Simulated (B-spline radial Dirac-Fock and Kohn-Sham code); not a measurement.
ΔSCF core binding energies without Breit or QED terms, calculated with a radial finite-basis atomic code.

A sound run for zirconium as Zr⁷⁺, [Ar] 3d10 4s2 4p3: The ground state converged in 9 iterations, with total energy -3583.75131 Ha, virial ratio 1.96730 and highest orbital energy -131.65 eV. ΔSCF binding energies: K (1s) 18168.3 eV, L3 (2p3/2) 2349.6 eV, M5 (3d5/2) 299.0 eV.

A second run, with one unsound setting: The ground state converged in 11 iterations, with total energy -3969.49425 Ha, virial ratio 1.26758 and highest orbital energy -166.44 eV. ΔSCF binding energies: K (1s) 11285.9 eV, L3 (2p3/2) 3021.6 eV, M5 (3d5/2) 210.7 eV.

```
iter   energy (Ha)        error
   1    -3839.05535892  7.58e+00
   2    -3910.70619207  4.44e+00
   3    -3968.26088016  1.02e+00
   4    -3969.37889400  3.14e-01
   5    -3969.48343972  1.09e-01
   6    -3969.49375795  1.02e-02
   7    -3969.49419509  3.33e-03
   8    -3969.49425376  1.08e-04
   9    -3969.49425385  1.46e-05
  11    -3969.49425385  2.28e-08
```

Problem. Which fault fits the second run best?
A. too few quadrature points
B. mesh too coarse
C. speed of light below Z
D. unbound anion

Solution. C. The input had c_factor = 0.1532: c_factor makes c so small that Zα exceeds 1, so any numbers that come out have no meaning.
